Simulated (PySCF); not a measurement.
Problem. Give a PBE0-D3(BJ)/def2-SVP geometry of `N[Si@H](O)[Se][SiH3]`.

Solution. 
```
atom  x, y, z in Å
N1    -2.115   -0.666    1.103
Si2   -0.896   -0.191   -0.009
O3    -1.025   -1.088   -1.398
Se4    1.029   -0.524    1.177
Si5    2.285    0.889   -0.107
H6    -3.087   -0.708    0.817
H7    -2.019   -0.463    2.091
H8    -0.903    1.205   -0.526
H9    -0.963   -2.042   -1.279
H10    1.969    2.318    0.185
H11    2.050    0.624   -1.556
H12    3.710    0.614    0.237
```

Orientation and origin are arbitrary. Atoms count from 1 in this order. N1 (silicon-bound nitrogen) has angles 120.6°, 120.6° and 112.0°, sum 353.2°, 0.18 Å off the plane of its three neighbours. O3 (silanol oxygen) is bent (angle 115.3°). Se4 (selenium bonded to 2 Si) is bent (angle 94.7°). Si2 (oxygen-bound silicon) is distorted tetrahedral (angles from 102.5° to 118.8°).

Bonds between heavy atoms (Å): N1–Si2 1.717, Si2–O3 1.658, Si2–Se4 2.286, Se4–Si5 2.285.

The calculation used PBE0-D3(BJ)/def2-SVP geometry optimisation, gas phase (PySCF 2.14.0).

Point group: C1 (no symmetry element, even within 0.4 Å). Not checked by PBE0-D3(BJ)/def2-SVP frequencies. One conformer, not necessarily the lowest (H–N1–Si2–O3 -51° and 160°, N1–Si2–O3–H -58°, N1–Si2–Se4–Si5 -159°).
